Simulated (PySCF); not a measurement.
CH7FOSi2.

```xyz
12

C      1.8497     1.2329    -0.1706
Si     0.9919    -0.4146    -0.0946
F      0.9846    -0.9108     1.4576
O     -0.5731    -0.2902    -0.5961
Si    -2.0956     0.3010    -0.2826
H      1.8656     1.6170    -1.2034
H      1.3287     1.9699     0.4618
H      2.8903     1.1534     0.1827
H      1.6509    -1.4708    -0.8959
H     -2.8495    -0.6501     0.5799
H     -2.8059     0.4715    -1.5784
H     -2.0034     1.6214     0.4074
```
Charge 0, spin multiplicity 1.

Coordinates come from a B3LYP-D3(BJ)/def2-SVP optimisation. The structure was generated by enumeration; whether it is a known compound was not checked. Other conformers were not sampled.

These are PBE0/pcSseg-1 in PySCF values and carry that method's errors. Non-relativistic, no solvent.

Q: Give the absolute GIAO shielding of each atom: isotropic value and principal components (ppm). (An estimate is asked for; the answer gives what the named calculation found.)

A: 
```csv
atom,σ(iso),σ11,σ22,σ33,span
C1,184.5,176.3,184.3,193.0,16.8
Si2,360.4,327.7,351.0,402.5,74.8
F3,325.8,256.0,345.1,376.3,120.3
O4,286.4,232.4,288.0,338.7,106.3
Si5,391.0,347.7,360.4,464.9,117.2
H6,31.1,27.0,28.7,37.6,10.6
H7,30.8,26.7,28.9,36.7,10.0
H8,31.0,26.9,28.0,38.1,11.2
H9,26.4,23.1,23.7,32.3,9.2
H10,26.2,22.9,24.5,31.2,8.3
H11,26.3,23.2,24.6,31.3,8.2
H12,26.2,22.7,25.3,30.6,7.9
```
